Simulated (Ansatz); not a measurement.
Consider the cleavage of the Si–Sn bond: `[CH3][SnH]([F])[SiH2]F` + `CO[SiH](O)F` → `CO[SiH](F)O[SiH2]F` + `[CH3][SnH2][F]`.

Gas-phase electronic energies from Ansatz, PBE0-D4/def2-TZVP geometries. CCSD(T)/CBS is the MP2 limit (def2-TZVPP, def2-QZVPP) plus CCSD(T) − MP2 in def2-TZVPP, frozen cores. Functionals use def2-TZVPP. def2 core potentials past Kr. For Sn outer-core shells are correlated without core-valence functions, which leaves a few kJ/mol of doubt a bond. One conformer a species, not always the lowest.

```tsv
level	ΔE (kcal/mol)	difference from CCSD(T)/CBS
PBE-D4	-21.9	5.6
r2SCAN-D4	-26.8	0.7
ωB97X-V	-27.5	0.0
ωB97M-V	-27.9	-0.4
HF/def2-TZVPP	-33.5	-6.0
MP2/def2-TZVPP	-29.0	-1.5
CCSD/def2-TZVPP	-29.4	-1.9
MP2/def2-QZVPP	-28.5	-1.0
HF/CBS(def2)	-34.3	-6.8
CCSD/CBS(def2)	-28.2	-0.7
CCSD(T)/CBS	-27.5	0
```

Largest T1 diagnostic among the species: 0.013.

The D4 term adds −0.8 kcal/mol with B3LYP and −0.5 kcal/mol with PBE0; it sums over pairs of atoms, weighted by their polarisabilities, and B3LYP, whose exchange is more repulsive, gets the larger term. In def2-TZVPP, CCSD(T) changes the Hartree–Fock value by +4.8 kcal/mol (the triples alone add +0.7 kcal/mol) and MP2 by +4.5 kcal/mol. From PBE to PBE0 (25 % exact exchange), in def2-TZVPP and without D4, ΔE moves by −2.5 kcal/mol.

B3LYP here is the variant with VWN-RPA as its local correlation; programs differ in this.
